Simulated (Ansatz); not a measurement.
Geometry optimisation, RKS PBE/def2-SVP in Ansatz 0.2.0.

The input (input.yaml):

```yaml
crystal:
  periodic: [false, false, false]
  atoms:
    - { symbol: B, position_ang: [0.063841, 0.313016, -0.035825] }
    - { symbol: H, position_ang: [-0.003694, 0.368009, 1.16234] }
    - { symbol: F, position_ang: [1.204188, 0.539854, -0.668242] }
    - { symbol: F, position_ang: [-1.044102, 0.173617, -0.760138] }
    - { symbol: O, position_ang: [0.165234, -2.176502, 0.707856] }
    - { symbol: H, position_ang: [-0.736114, -2.419632, 0.417102] }
    - { symbol: H, position_ang: [-0.014953, -1.485863, 1.396108] }
basis:
  gaussian: { orbitals: def2-SVP }
hamiltonian:
  xc: pbe
relax:
  f_tol: 0.03
  max_steps: 50
```

Run as:

```bash
$ ansatz run input.yaml --threads 1 --pin off --max-ram 2048MiB --backend cpu --events-out ev --progress --plain --runs-dir out
```

Task: Where does it end, and by what steps?

Result: It converged. The force dipped under the threshold on the way, but the program's further checks kept it going. After 17 steps the energy has fallen by 0.304 eV; H6 moved furthest, 0.53 Å.

| step | energy less start (eV) | largest force component (eV/Å) | accepted |
| --- | --- | --- | --- |
| 0 | 0.0000 | 0.643 | yes |
| 1 | -0.0012 | 2.081 | yes |
| 2 | 0.0205 | 3.005 | no |
| 3 | -0.1124 | 1.552 | yes |
| 4 | -0.2042 | 0.365 | yes |
| 5 | -0.2799 | 0.437 | yes |
| 6 | -0.2937 | 0.256 | yes |
| 7 | -0.2976 | 0.189 | yes |
| 8 | -0.2966 | 0.242 | no |
| 9 | -0.3013 | 0.059 | yes |
| 10 | -0.3029 | 0.032 | yes |
| 11 | -0.2981 | 0.476 | no |
| 12 | -0.3034 | 0.021 | yes |
| 13 | -0.3033 | 0.137 | no |
| 14 | -0.3038 | 0.019 | yes |
| 15 | -0.3039 | 0.056 | yes |
| 16 | -0.3039 | 0.038 | yes |
| 17 | -0.3040 | 0.004 | yes |

```xyz
7
Properties=species:S:1:pos:R:3
B 0.053 0.051 0.088
H 0.052 0.612 1.178
F 1.138 0.184 -0.708
F -1.145 -0.041 -0.574
O 0.196 -1.676 0.637
H -0.460 -2.130 0.066
H -0.199 -1.689 1.532
```

Whether the end is a true minimum wasn't checked by a vibrational analysis.

The run took 30 s on 1 thread of Arm Neoverse V1, on a shared host, peak memory 0.13 GiB.
